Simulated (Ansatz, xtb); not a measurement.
# A geometry optimisation of BGaH5Si with r2SCAN-D4/def2-SVP

The starting geometry of this gas-phase doublet was built from a drawn formula by distance geometry and a force field; its bonds are those of `B[SiH2][GaH]`.

```xyz
8

B    -1.3459   -0.0241    0.0195
Ga    1.0763   -0.2177    2.5243
Si   -1.1272   -0.9850    1.7378
H    -0.3369    0.1828   -0.6619
H    -2.3655    0.1892   -0.4051
H    -2.4768   -1.1494    2.3090
H    -0.5135   -2.2471    1.5165
H     0.0722    0.0344    3.1191
```

**Question.** Predict what it relaxes into with r2SCAN-D4/def2-SVP.

**Answer.** It rearranges, giving a structure given below by its coordinates. Distances that change by over a tenth: B1–H5 (1.12 → 1.24 Å). Contacts that open: Ga2–Si3 (2.46 → 3.07 Å), Ga2–H8 (1.19 → 3.00 Å). Contacts that close: B1–Ga2 (3.49 → 2.11 Å), Si3–H8 (2.09 → 1.51 Å).

The energy falls by 4.97 eV over 19 steps:

| step | E − E(last) (eV) |
| --- | --- |
| 1 | 4.972 |
| 3 | 1.667 |
| 5 | 1.108 |
| 7 | 0.845 |
| 9 | 0.513 |
| 11 | 0.193 |
| 13 | 0.036 |
| 15 | 0.004 |
| 17 | 0.000 |
| 19 | 0.000 |

Final geometry (Å):

```yaml
atoms:
  - { symbol: B, position_ang: [-0.8487, -0.0578, 0.3082] }
  - { symbol: Ga, position_ang: [0.7453, 1.0555, 1.1352] }
  - { symbol: Si, position_ang: [-1.1658, -1.2121, 1.9292] }
  - { symbol: H, position_ang: [-0.6122, -0.5055, -0.7915] }
  - { symbol: H, position_ang: [-1.3658, 1.0685, 0.3514] }
  - { symbol: H, position_ang: [-2.6212, -1.5217, 2.1266] }
  - { symbol: H, position_ang: [-0.4155, -2.5072, 1.8900] }
  - { symbol: H, position_ang: [-0.7334, -0.5364, 3.2101] }
```

From the same start GFN2-xTB ends elsewhere, in pieces: BH4Si + GaH.

No frequencies were run, so the end isn't proven a minimum. Open shells are spin-unrestricted. Run with Ansatz 0.2.0, 2.2 min on 2 threads of Arm Neoverse V2 (shared host).
